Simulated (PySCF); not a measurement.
Some computed properties have been withheld. Give your best values.

C6H14OSi2.
SMILES: `O1CC(C1)[Si@@H]([SiH3])C(=C)C`

Conformer (atom-mapped SMILES and torsion angles): `[CH2:1]=[C:2]([CH3:3])[Si@H:4]([SiH3:5])[CH:6]1[CH2:7][O:8][CH2:9]1`: C1–C2–Si4–Si5 -110°, C2–Si4–C6–C7 82°.

| property | level | value |
| --- | --- | --- |
| point group of the GFN2-xTB geometry | GFN2-xTB | C1 |
| rotational constants A, B, C of the GFN2-xTB geometry | GFN2-xTB | ? |
| dipole moment | PBE0/pcSseg-1 | ? |
| HOMO energy | PBE0/pcSseg-1 | ? |
| LUMO energy | PBE0/pcSseg-1 | ? |
| 13C chemical shifts (computed TMS as zero) by class | GIAO PBE0/pcSseg-1 | ? |
| 1H chemical shifts (computed TMS as zero) by class | GIAO PBE0/pcSseg-1 | ? |
| isotropic shieldings of nuclei other than C and H, by class | GIAO PBE0/pcSseg-1 | 320 (1 O), 382 (1 Si), 475 (1 Si) ppm |

Electronic properties: PySCF, gas phase, density fitting. One conformer (not necessarily the lowest) at the GFN2-xTB geometry, without solvent or vibrations. GFN2-xTB frequencies show an imaginary mode (42i cm⁻¹), so this geometry is no minimum at that level. NMR classes are plain means over equivalent atoms (diastereotopic ones count apart unless rotation or inversion swaps them), as if these changed places fast; in this geometry the members of some classes differ.

Give the LUMO energy.

-0.37 eV.

Give the rotational constants A, B, C of the GFN2-xTB geometry.

1.493, 0.817, 0.673 GHz.

Give the HOMO energy.

-7.07 eV.

Give the dipole moment.

2.11 D.

Give the 13C chemical shifts (computed TMS as zero) by class.

152.3 (1 C), 135.0 (1 C), 76.0 (1 C), 75.3 (1 C), 27.2 (1 C), 21.5 (1 C) ppm.

Give the 1H chemical shifts (computed TMS as zero) by class.

5.95 (1 H), 5.70 (1 H), 5.32 (1 H), 5.30 (1 H), 4.66 (1 H), 4.47 (1 H), 4.40 (1 H), 3.56 (3 H), 2.53 (1 H), 1.81 (3 H) ppm.

The rotational constants make it an asymmetric top with κ = (2B − A − C)/(A − C) = -0.65, nearer the prolate limit (−1). In atomic units the dipole is 0.83 e·bohr (1 au = 2.5417 D).
